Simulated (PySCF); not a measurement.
Gas-phase reaction: 2 GeCl₃ + 4 GeH₃ → 3 GeHCl + 3 GeH₃Cl

Energies from PySCF (xtb for GFN2), thermal terms from the rigid-rotor harmonic-oscillator model, ideal gas at 1 bar. † marks an energy on the PBE0/def2-TZVP geometry and frequencies; other levels use their own. MP2 freezes the core. 6-31G* has spherical d functions here. Open shells (unrestricted): GeCl₃ (multiplicity 2), GeH₃ (multiplicity 2); the rest are closed-shell singlets. GFN2 has no spin-polarisation term. B3LYP is the form with VWN-RPA correlation. Ge: all electrons, no relativistic terms. GeCl₃, GeH₃, GeHCl: computed as isolated molecules; such fragments, hydroxides, amides, oligomers or adducts are transient or little studied in the gas. MP2 isn't extrapolated to the basis-set limit; its ΔH°(298 K) is -354.9 kJ in def2-SVP and -394.3 kJ in def2-TZVPP. The harmonic model lacks anharmonicity and excited electronic states, which grow with temperature; levels with a mode under 35 cm⁻¹ are left out.

```
level              ΔE electronic, kJ  ΔH°(298 K), kJ  ΔS°(298 K), J/K  ΔG°(1600 K), kJ
-----------------  -----------------  --------------  ---------------  ---------------
B3LYP/6-31G*                    -446            -436               -9             -406
BLYP/def2-TZVP†                 -450            -442               -6             -416
GFN2-xTB                        -733            -719              -23             -668
HF/6-31G*                       -305            -294                0             -277
M06-2X/def2-TZVP†               -375            -366               -6             -341
MP2/def2-TZVPP†                 -403            -394               -6             -369
PBE/def2-SVP                    -393            -385              -11             -352
PBE0/def2-QZVP†                 -394            -385               -6             -360
LDA/def2-TZVP†                  -424            -415               -6             -390
```
ΔH° is lowest at GFN2-xTB and highest at HF/6-31G*. No reference value is set beside these.
